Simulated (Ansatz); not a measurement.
`OB[SiH2][AlH2]` and `OB[SiH](F)[AlH2]` differ in one atom or group.

Ansatz, PBE0-D4/def2-TZVP geometries, multiplicity 1. Each molecule was computed in one conformer, which needn't be the lowest.

| property | `OB[SiH2][AlH2]` |
| --- | --- |
| LUMO energy (ωB97M-V/def2-TZVPP) / eV | -0.40 |
| HOMO energy (PBE0/def2-TZVPP) / eV | -7.13 |
| HOMO–LUMO gap (PBE/def2-TZVPP) / eV | 3.26 |
| size of the dipole moment (PBE/def2-TZVPP) / D | 1.84 |
| size of the dipole moment (B3LYP/def2-TZVPP) / D | 1.82 |
| HOMO energy (B3LYP/def2-TZVPP) / eV | -6.94 |

Task: What does the change do to each property? (An estimate is asked.)

Result: Computed: 
| property | `OB[SiH](F)[AlH2]` | shift |
| --- | --- | --- |
| LUMO energy (ωB97M-V/def2-TZVPP) / eV | -0.46 | -0.06 |
| HOMO energy (PBE0/def2-TZVPP) / eV | -7.06 | 0.07 |
| HOMO–LUMO gap (PBE/def2-TZVPP) / eV | 3.09 | -0.17 |
| size of the dipole moment (PBE/def2-TZVPP) / D | 2.55 | 0.71 |
| size of the dipole moment (B3LYP/def2-TZVPP) / D | 2.53 | 0.71 |
| HOMO energy (B3LYP/def2-TZVPP) / eV | -6.88 | 0.06 |

With PBE0 the HOMO rises by 0.07 eV and the LUMO falls by 0.05 eV, so the gap narrows by about 0.12 eV. PBE moves the HOMO by 0.13 eV and ωB97M-V by 0.05 eV. Dipoles are sizes alone; their direction can turn.

B3LYP here is the variant with VWN-RPA as its local correlation; programs differ in this.
